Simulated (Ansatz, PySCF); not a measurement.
C$_{6}$H$_{14}$BO$_{2}$ (SMILES CC(C)O[B]OC(C)C), doublet, geometry from GFN2-xTB. Base run: CCSD(T)/STO-3G run with PySCF.

The PySCF input:
```python
from pyscf import gto, scf, cc

mol = gto.Mole()
mol.atom = '''
    C     2.995435    0.716458    0.590609
    C     2.230111   -0.213190   -0.350548
    C     2.562465   -1.678676   -0.074084
    O     0.837388   -0.052896   -0.196439
    B     0.116121    1.077901   -0.448249
    O    -1.197095    1.115589   -0.222565
    C    -1.972730    0.010575    0.283667
    C    -3.188236    0.581418    1.002671
    C    -2.370713   -0.900682   -0.871471
    H     4.065949    0.599281    0.446223
    H     2.747906    0.484265    1.623875
    H     2.716680    1.749153    0.390691
    H     2.502416    0.029951   -1.390720
    H     1.995769   -2.321726   -0.742707
    H     3.623447   -1.857331   -0.224464
    H     2.299878   -1.928986    0.950940
    H    -1.341796   -0.548159    0.987206
    H    -3.786047   -0.223339    1.424004
    H    -3.796736    1.149619    0.303465
    H    -2.872379    1.245042    1.803605
    H    -2.963375   -0.345426   -1.595135
    H    -1.478459   -1.277266   -1.365374
    H    -2.954208   -1.741554   -0.503391
'''
mol.basis = 'sto-3g'
mol.charge = 0
mol.spin = 1
mol.verbose = 4
mol.build()

mf = scf.UHF(mol)
mf.kernel()

mycc = cc.CCSD(mf)
mycc.kernel()
et = mycc.ccsd_t()
print('E(CCSD(T)) = %.10f' % (mycc.e_tot + et))
```

The same geometry, method and basis name were run in Ansatz (a quantum-chemistry and plane-wave program) and PySCF, at each program's defaults and at the settings that a row names. The base is PySCF at its defaults. Differences at the defaults can come from grids, fitting, cores and function types together.

```tsv
code and settings	ΔE vs base (mEh)	basis functions	E (Eh)	SCF cycles	SCF-reference dipole (D)
PySCF, defaults (exact integrals, spherical functions, all electrons correlated)	0.000	59	-405.26551	12	1.14
Ansatz, defaults (factorised integrals, spherical functions, frozen core)	3.327	59	-405.26218	-	-
PySCF, frozen core	3.275	59	-405.26224	12	1.14
Ansatz, high accuracy, frozen core	3.275	59	-405.26224	-	-
```

Open shells are given as the SCF converged; they aren't shown to be the lowest states, and a large step between rows can be another state.
